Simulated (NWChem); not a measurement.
Species: CH5AlClN; SMILES [CH3][Al]([NH2])[Cl]

```xyz
9

Al    -0.0448    -0.3978     0.0000
Cl     0.1129     1.7136     0.0000
C      1.5501    -1.5049     0.0000
H      2.1733    -1.2937    -0.8844
H      1.3156    -2.5810     0.0000
H      2.1733    -1.2937     0.8844
N     -1.6906    -1.0384     0.0000
H     -1.9346    -2.0224     0.0000
H     -2.5310    -0.4711     0.0000
```
Atoms are numbered in this order, from 1.

Results from NWChem. Structure relaxed at the PBE0/def2-SVP level. Ions are spin-unrestricted doublets at the neutral geometry; other ion states weren't tried.

Problem. What does the run give for CAM-B3LYP/def2-SVP? Quantities: −ε(HOMO) (eV).

Solution. 
```
Item           Value
-------------  -----
−ε(HOMO) (eV)   8.79
```
